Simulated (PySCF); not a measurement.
# Spin-rotation constants: `F[PH2+][B-](F)(F)F`, BF₄H₂P

Molfile (atoms numbered from 1):
```
BF4H2P
     RDKit          3D

  8  7  0  0  0  0  0  0  0  0999 V2000
    1.7037    1.5620   -0.0904 F   0  0  0  0  0  0  0  0  0  0  0  0
    0.9374    0.1576   -0.0319 P   0  0  0  0  0  0  0  0  0  0  0  0
   -1.2778   -0.1131    0.0421 B   0  0  0  0  0  0  0  0  0  0  0  0
   -1.6897    0.5797    1.1130 F   0  0  0  0  0  0  0  0  0  0  0  0
   -1.6869    0.3016   -1.1655 F   0  0  0  0  0  0  0  0  0  0  0  0
   -1.1452   -1.4567    0.1998 F   0  0  0  0  0  0  0  0  0  0  0  0
    1.5389   -0.5320   -1.1188 H   0  0  0  0  0  0  0  0  0  0  0  0
    1.6280   -0.4904    1.0268 H   0  0  0  0  0  0  0  0  0  0  0  0
  1  2  1  0
  2  3  1  0
  3  4  1  0
  3  5  1  0
  3  6  1  0
  2  7  1  0
  2  8  1  0
M  CHG  2   2   1   3  -1
M  END
```

Level of theory: GIAO B3LYP/pcSseg-1 magnetisability, rotational g tensor and spin-rotation constants, non-relativistic, gas phase in PySCF 2.14.0. Geometry: PBE0-D3(BJ)/def2-SVP.

Problem. Give the nuclear spin-rotation constants along the inertial axes (H = +C I·J) beside the isotropic shieldings.

Solution. Rotational constants 4.2543, 1.6474, 1.5750 GHz.
| atom | isotope | Caa (kHz) | Cbb (kHz) | Ccc (kHz) | mean (kHz) | σ (ppm) |
| --- | --- | --- | --- | --- | --- | --- |
| F1 | 19F | 1.062 | 0.805 | -0.701 | 0.388 | 454.2 |
| P2 | 31P | 6.222 | 2.666 | 3.718 | 4.202 | 223.9 |
| B3 | 11B | 0.950 | 0.340 | 0.298 | 0.529 | 95.0 |
| F4 | 19F | 3.233 | 2.017 | 1.548 | 2.266 | 299.4 |
| F5 | 19F | 3.256 | 2.214 | 1.378 | 2.283 | 298.4 |
| F6 | 19F | 3.092 | 1.636 | 1.973 | 2.234 | 299.0 |
| H7 | 1H | -0.389 | -0.075 | 0.026 | -0.146 | 24.6 |
| H8 | 1H | -0.386 | -0.076 | 0.025 | -0.145 | 24.6 |

For the geometry as given, no vibrational averaging.

Problem. How do the rotational constants and the g tensor change when H7, H8 are replaced by deuterium?

Solution. Constants 4.0568, 1.6117, 1.5370 GHz; g -0.0344, -0.0176, -0.0211, against -0.0353, -0.0182, -0.0215 before.
